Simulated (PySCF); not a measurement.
**Electric field gradients and quadrupole coupling constants**

C6H11N3.
Structure used (GFN2-xTB), in Å, numbered top down from 1:
```xyz
20
C6H11N3 angstrom
C      2.8388   -0.7180    0.7801
C      2.3899   -0.1825   -0.5809
C      1.0050    0.3542   -0.5034
C      0.5600    1.6375   -0.1560
N     -0.7643    1.6410   -0.1888
N     -1.0899    0.4208   -0.5376
C     -2.4517   -0.0139   -0.6534
C     -2.9879   -0.4954    0.6920
N     -0.0751   -0.3858   -0.7350
H      2.1820   -1.5238    1.0997
H      3.8551   -1.1003    0.7194
H      2.8073    0.0711    1.5288
H      3.0665    0.6108   -0.9062
H      2.4122   -0.9890   -1.3154
H      1.1188    2.5158    0.0918
H     -2.4734   -0.8250   -1.3838
H     -3.0401    0.8318   -1.0162
H     -2.3973   -1.3338    1.0535
H     -4.0215   -0.8130    0.5859
H     -2.9397    0.3083    1.4227
```

Field gradients from the PBE0/pcSseg-1 density (PySCF, non-relativistic), principal values in atomic units, ordered |Vxx| ≤ |Vyy| ≤ |Vzz|:

```
atom     Vxx     Vyy      Vzz
  N5  0.3485  0.7215  -1.0700
  N6  0.1750  0.5438  -0.7189
  N9  0.2829  0.7340  -1.0169
```

Problem. Find the asymmetry η = (Vxx − Vyy)/Vzz and the couplings χ = eQV/h (234.96 MHz × Q in barn × V in au), with Q(14N) = 0.02044 b.

Solution. 
```json
{"atom": "N5", "environment": "pyridine-type nitrogen", "nucleus": "14N", "η": "0.35", "χzz (MHz)": "-5.14", "χxx (MHz)": "1.67", "χyy (MHz)": "3.47"}
{"atom": "N6", "environment": "pyrrole-type nitrogen", "nucleus": "14N", "η": "0.51", "χzz (MHz)": "-3.452", "χxx (MHz)": "0.841", "χyy (MHz)": "2.612"}
{"atom": "N9", "environment": "pyridine-type nitrogen", "nucleus": "14N", "η": "0.44", "χzz (MHz)": "-4.884", "χxx (MHz)": "1.359", "χyy (MHz)": "3.525"}
```

Problem. What is Vzz at N5 in SI units (1 au = 9.71736 × 10²¹ V/m²)?

Solution. -1.0700 au = -10.397 × 10²¹ V/m².

Problem. And the gradient at the other heavy atoms, for which no coupling is worked out here?

Solution. 
| atom | environment | Vzz (au) | η |
| --- | --- | --- | --- |
| C1 | methyl carbon | 0.082 | 0.16 |
| C2 | benzylic-type carbon | -0.078 | 0.93 |
| C3 | substituted aromatic carbon | 0.192 | 0.92 |
| C4 | aromatic CH next to a ring nitrogen | -0.164 | 0.88 |
| C7 | sp3 carbon bound to nitrogen | 0.343 | 0.26 |
| C8 | methyl carbon | 0.094 | 0.26 |

Were the hydrogens deuterons (Q(2H) = 0.00286 b), χzz would run from 198 kHz (H17 and H16) to 234 kHz (H15).

Geometry: GFN2-xTB, one conformer, isolated molecule. GFN2-xTB bond lengths can be off by several hundredths of an ångström, more for odd bonds, and the gradients follow them. With so small a basis the couplings can be 20 % off.
